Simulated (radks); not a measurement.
Species: N III. Configuration: [He] 2s1.5 2p1.5 (fractional occupations, a model configuration).

All-electron calculation, scalar-relativistic Kohn-Sham, PBE, spin-polarised, spherical densities, point nucleus; open shells are filled with parallel spins first. Program: a radial shooting solver on a logarithmic mesh with Libxc functionals.

Energy parts (hartree):
total: -52.76809
kinetic: 52.72341
electron-nucleus: -118.14227
Hartree: 18.44578
exchange-correlation: -5.79501

Orbitals (lengths in bohr, moments of r in powers of bohr):
| orbital | occ. | eigenvalue (hartree) | <1/r> | <r> | <r^4> |
|---|---|---|---|---|---|
| 1s up | 1 | -15.57299 | 6.642 | 0.2297 | 0.01340 |
| 1s down | 1 | -15.51252 | 6.652 | 0.2292 | 0.01322 |
| 2s up | 1 | -1.86783 | 1.248 | 1.161 | 4.508 |
| 2s down | 0.5 | -1.68070 | 1.218 | 1.193 | 5.186 |
| 2p up | 1.5 | -1.43782 | 1.151 | 1.125 | 5.019 |
| 2p down | 0 | -1.25832 | 1.124 | 1.168 | 6.151 |

The highest occupied level is 2p up at -39.125 eV. Summed over all electrons, <r^2> = 4.926 bohr^2, which gives a Langevin (diamagnetic) susceptibility term of -3.9 x 10^-6 cm^3/mol. The density falls to 0.001 e/bohr^3 at r = 2.69 bohr.
